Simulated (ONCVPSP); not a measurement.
**What one change does to a pseudopotential (Pt (Z = 78), ONCV)**

```
Element                 : Pt
Generator               : ONCVPSP 4.0.1
Type                    : optimised norm-conserving Vanderbilt (ONCV)
Functional              : PBE
Relativity              : fully relativistic
Frozen core             : [Kr] 4d10
Valence charge          : 32
Reference configuration : 4f14 5s2 5p6 5d9 6s1
Partial waves           : 5s+6s: rc 1.55 bohr, ncon 4, nbas 7, qcut 6.8 1/bohr, 2 projectors; 5p: rc 1.55 bohr, ncon 4, nbas 7, qcut 9.4 1/bohr, 1 projector; 5d: rc 1.65 bohr, ncon 4, nbas 8, qcut 5.4 1/bohr, 1 projector; 4f: rc 0.95 bohr, ncon 4, nbas 8, qcut 17.5 1/bohr, 2 projectors, debl 1.7 Ha
Local potential         : polynomial inside 0.60 bohr (lpopt 5, dvloc0 4 Ha)
Core correction         : polynomial model core, fcfact 0.55
```

Open shells are filled in proportion to 2j + 1.

In the f channel the program set the typed energies aside and used -2.512, 0.250 Ha (j = l + 1/2; the other j can differ).

All-electron outer shells of the reference configuration (PBE, scalar-relativistic, ld1.x):

```
shell  level (eV)  outermost node (bohr)  outermost maximum (bohr)
   4d     -306.83                   0.20                      0.42
   5s     -101.82                   0.49                      0.87
   4f      -70.08                      –                      0.38
   5p      -56.02                   0.53                      0.98
   5d       -6.14                   0.57                      1.26
   6s       -5.66                   1.14                      2.38
```

Change: s: qcut 8.1; p: qcut 11.2; d: qcut 6.4; f: qcut 20.9.

Cutoffs: the cutoffs (Ha) at which the residual kinetic energy of the hardest occupied pseudo-wave falls to 1 and 0.1 mHa per electron; they do not see the model core or the augmentation charge, which bear on the density cutoff. Errors are all-electron minus pseudo energies relative to the spin-unpolarised reference configuration.

Question: How do hardness, ghosts and transferability respond?

Answer: The potential gets harder (141 Ha and 160 Ha → 174 Ha and 189 Ha); both files keep a bound ghost (p, s); of the 4 tests that both files solve, the error grows in 2 and shrinks in 2 by more than 15 % and 0.3 meV (median size 16.9 → 20.9 meV).

```tsv
quantity	base	changed
cutoff, loose	141 Ha	174 Ha
cutoff, tight	160 Ha	189 Ha
loose cutoff by channel	s 20 Ha, p 29 Ha, d 41 Ha, f 141 Ha	s 24 Ha, p 38 Ha, d 19 Ha, f 174 Ha
bound ghosts	s, p3/2, p1/2	s, p3/2, p1/2
GHOST(+) flags under 300 eV	d5/2 at 39.2 eV, d3/2 at 62.2 eV	d5/2 at 36.8 eV, d3/2 at 58.5 eV
error for 4f14 5s2 5p6 5d9 6s0, meV [ΔE 9.21 eV]	-1.6	-1.3
error for 4f14 5s2 5p6 5d8 6s0, meV [ΔE 29.19 eV]	+5.2	+6.9
error for 4f14 5s2 5p6 5d7 6s0, meV [ΔE 61.41 eV]	+29	+35
error for 4f14 5s1 5p6 5d9 6s1, meV [ΔE 108.32 eV]	-214	-85
s: phases at 1.58 bohr within 0.05 rad from the reference energy up to (Ha; the scan ends near 5)	to the end of the scan	to the end of the scan
p3/2: phases at 1.58 bohr within 0.05 rad from the reference energy up to (Ha; the scan ends near 5)	1.6	1.9
p1/2: phases at 1.58 bohr within 0.05 rad from the reference energy up to (Ha; the scan ends near 5)	1.2	1.4
d5/2: phases at 1.67 bohr within 0.05 rad from the reference energy up to (Ha; the scan ends near 5)	1.1	1.0
d3/2: phases at 1.67 bohr within 0.05 rad from the reference energy up to (Ha; the scan ends near 5)	1.6	1.4
f7/2: phases at 0.97 bohr within 0.05 rad from the reference energy up to (Ha; the scan ends near 5)	to the end of the scan	to the end of the scan
f5/2: phases at 0.97 bohr within 0.05 rad from the reference energy up to (Ha; the scan ends near 5)	to the end of the scan	to the end of the scan
rms error of d²Exc/dni dnj with the model core, mHa	2.85	2.90
```

 A true bound ghost makes a file unfit for plane-wave use even where its test errors are small: the radial tests pick states by their node count and pass the ghost by.
